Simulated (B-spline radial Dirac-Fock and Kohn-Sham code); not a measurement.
# K-line shifts caused by a second vacancy in Se⁺

System: selenium as Se⁺ in the configuration [Ar] 3d10 4s2 4p3, inside a Watson sphere of charge -1 and radius 3 Å (a model of the Madelung potential; inside it an electron's potential energy is raised by 4.8 eV).

The run's input, task.json:

```json
{"items": [{
  "Z": 34,
  "q": 1,
  "cfg": [[1, 0, 2], [2, 0, 2], [2, 1, 6], [3, 0, 2], [3, 1, 6], [3, 2, 10], [4, 0, 2], [4, 1, 3]],
  "A": 80,
  "rrms": 4.14,
  "watson": [-1, 3.0],
  "do": ["binding", "quiet", "double"]
}]}
```

Launch: `python xray_run.py task.json out`

Calculated with an atomic code on a B-spline grid, using Dirac-Fock (average of configuration) total-energy differences with a finite nucleus, the Breit interaction including its frequency dependence, and self-energy and vacuum-polarisation corrections. Each two-hole energy is an average over J within one jj subconfiguration, not an observable level; in light atoms, where LS coupling holds, the j-resolved values are not observed lines, and for a K spectator the Kα1 hypersatellite is nearly forbidden. Electron correlation is not included.

Lines without a spectator: Kα1 (K-L3) 11221.6 eV, Kβ1 (K-M3) 12492.6 eV. Shifts in eV with one spectator hole (a dash: not computed, or left out as unreliable):

```csv
spectator hole,Kα1,Kβ1
K (1s),+371.4,+460.8
M4 (3d3/2),-1.56,–
M5 (3d5/2),-0.85,–
```
